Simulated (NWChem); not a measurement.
**One site exchanged: H, I, Br, F**

Each species was optimised at PBE0/def2-SVP with NWChem, gas phase unless a solvent is named. All stand in one matching conformer (torsions within 35°), which need not be the lowest. This build's default masses of Se (78.918 u) and Br (79.917 u) are each other's, which moves their modes by up to 0.6 %. Some are not confirmed as minima by frequencies. def2 effective core potentials on I; no spin-orbit coupling.

A: S[SeH] (H2SeS)
B: S[Se]I (HSeSI)
C: S[Se]Br (HSeSBr)
D: [Se](S)F (HSeSF)

```
quantity                                                  A (H)  B (I)  C (Br)  D (F)
--------------------------------------------------------  -----  -----  ------  -----
Pauling electronegativity of the site (pymatgen's table)   2.20   2.66    2.96   3.98
electrons in the molecule                                    52    104      86     60
dipole (D), PBE0/def2-SVP                                  1.29   1.39    1.70   2.17
orbital gap (eV), PBE0/def2-SVP                            5.88   3.87    4.37   5.48
static polarisability, PBE/def2-SVPD (bohr³)               52.9   93.8    78.0   52.8
lowest singlet excitation, PBE/def2-SVPD, TDA (eV)         3.84   2.27    2.62   3.44
```

“Dipole (D), PBE0/def2-SVP” runs from 1.29 in A (H) to 2.17 in D (F), rising in step with the site's electronegativity. “Orbital gap (eV), PBE0/def2-SVP” runs from 3.87 in B (I) to 5.88 in A (H), falling in step with the number of electrons. “Static polarisability, PBE/def2-SVPD (bohr³)” runs from 52.8 in D (F) to 93.8 in B (I). “Lowest singlet excitation, PBE/def2-SVPD, TDA (eV)” runs from 2.27 in B (I) to 3.84 in A (H), falling in step with the number of electrons. The order by orbital gap (eV) is the same as the order by lowest singlet excitation.

These are trends among computed rows of three or four species; they are not measurements.
